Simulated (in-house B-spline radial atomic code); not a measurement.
Configurations of P³⁺, with energies counted from [Ne] 3s2. Method: non-relativistic HSE06, spin-polarised, spherical fractional occupations, point nucleus. Calculated with an all-electron radial atomic-structure program (B-spline basis). Caution: exact exchange at fractional occupations of open shells leaves self-interaction of up to several eV. Shells without spins written out take the highest spin.

Occupations are held fixed; configurations that lie above the ionisation limit could autoionise.

```csv
configuration,E - E(ref) (eV),highest orbital,its <r> (bohr)
[Ne] 3s1 4f1,37.251,4f up,4.373
[He] 2s2 2p5 3s2 3p1,140.16,3p up,1.709
"[He] 2s2 2p(3 up, 2 down) 3s2 4s(1 up, 0 down)",161.45,4s up,3.439
"[He] 2s2 2p(3 up, 2 down) 3s2 4p(0 up, 1 down)",165.18,4p down,3.819
"[He] 2s(0 up, 1 down) 2p6 3s2 4p(1 up, 0 down)",211.3,4p up,3.822
[He] 2s1 2p6 3s2 4d1,215.77,4d up,4.394
[He] 2s1 2p6 3s2 4f1,218.05,4f up,4.32
```

**Question.** Order these further configurations by energy, lowest first.
A. [He] 2s1 2p6 3s2 3d1
B. [Ne] 3s1 4p1
C. [He] 2s1 2p6 3s2 3p1
D. [Ne] 3s1 3d1
E. [Ne] 3s1 4d1

**Answer.** D (23.064 eV), B (31.154 eV), E (35.629 eV), C (186.42 eV), A (201.68 eV).

**Question.** How far above the reference does [He] 2s2 2p5 3s2 4p1 lie?

**Answer.** 165.07 eV; its least bound orbital is 4p up with <r> = 3.799 bohr.

**Question.** How far above the reference does [Ne] 3s(0 up, 1 down) 4f(1 up, 0 down) lie?

**Answer.** 37.449 eV; its least bound orbital is 4f up with <r> = 4.453 bohr.
